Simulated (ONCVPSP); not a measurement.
## Configuration tests for cobalt (ONCV)

Co (Z = 27), optimised norm-conserving Vanderbilt (ONCV), made with ONCVPSP 4.0.1 (PBE, scalar-relativistic). Core [Ne], reference 3s2 3p6 3d7 4s2. Waves: 3s+4s: rc 1.30 bohr, ncon 4, nbas 8, qcut 8.2 1/bohr, 2 projectors; 3p: rc 1.20 bohr, ncon 3, nbas 7, qcut 12.4 1/bohr, 2 projectors, debl 2.1 Ha; 3d: rc 1.50 bohr, ncon 4, nbas 8, qcut 11.7 1/bohr, 1 projector; f scattering state at 0.32 Ha: rc 1.40 bohr, ncon 4, nbas 8, qcut 7.1 1/bohr, 3 projectors, debl 2 Ha. Local part: polynomial inside 1.00 bohr (lpopt 5, dvloc0 1 Ha). Core correction: Teter function, fcfact 3.75, rcfact 1.3.

In the p channel the program set the typed energies aside and used -2.412, 0.250 Ha.

Energies are relative to the spin-unpolarised reference configuration 3s2 3p6 3d7 4s2; without spin polarisation the order of configurations can differ from experiment.

```json
{"valence configuration": "3s2 3p6 3d7 4s1", "charge": "+1", "ΔE all-electron (eV)": "9.031", "error AE − PS (meV)": "+0.3"}
{"valence configuration": "3s2 3p6 3d6 4s0", "charge": "+3", "ΔE all-electron (eV)": "61.686", "error AE − PS (meV)": "-17"}
```

(1) What are ΔE and the potential's error for 3s2 3p6 3d7 4s0?

(2) What are ΔE and the potential's error for 3s2 3p6 3d8 4s0?

Note: ghosts flagged at negative energy: f at -1166.6 eV; no localised positive-energy state flagged. A true bound ghost makes a file unfit for plane-wave use.

Answers

(1) ΔE = 25.816 eV all-electron; the error (AE − PS) is +2.7 meV.

(2) ΔE = 6.471 eV all-electron; the error (AE − PS) is +16 meV.
